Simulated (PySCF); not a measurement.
**C₆ coefficients of unlike pairs at wB97M-V**

Calculated with PySCF 2.14 from the dipole response of each species, C₆(A,B) = (3/π) ∫ α_A(iu) α_B(iu) du, in atomic units, from isotropic polarisabilities. For ions this is the dispersion term alone; charge-induced terms of lower order in 1/R come first.

```csv
species,configuration,basis,relativity,α (bohr³),C₆ (like pair)
N³⁺,[He] 2s2 (1S),def2-TZVPPD (6s3p3d1f),none,2.136,2.122
Rh²⁺,[Kr] 4d7 (4F),aug-cc-pVDZ-PP with ECP28MDF (5s5p4d2f),core potential,7.154,37.71
Cd,[Kr] 4d10 5s2 (1S),"aug-cc-pVTZ-PP with one added diffuse shell each of s, p, d, f, g type with ECP28MDF (7s7p6d4f3g)",core potential,53.43,488.9
C²⁺,[He] 2s2 (1S),aug-cc-pVTZ (5s4p3d2f),none,4.264,6.544
```

Task: Estimate C₆ for Cd with N³⁺.

Result: The integral gives 29.82. The combination rule 2 C_A C_B / (C_A α_B/α_A + C_B α_A/α_B) gives 28.57 and the geometric mean 32.21.

No spin-orbit coupling is included.

The other pairs:

```csv
pair,C₆
"Rh²⁺, N³⁺",8.658
"C²⁺, Cd",54.22
"Cd, Rh²⁺",114.2
"C²⁺, N³⁺",3.699
"C²⁺, Rh²⁺",14.66
```
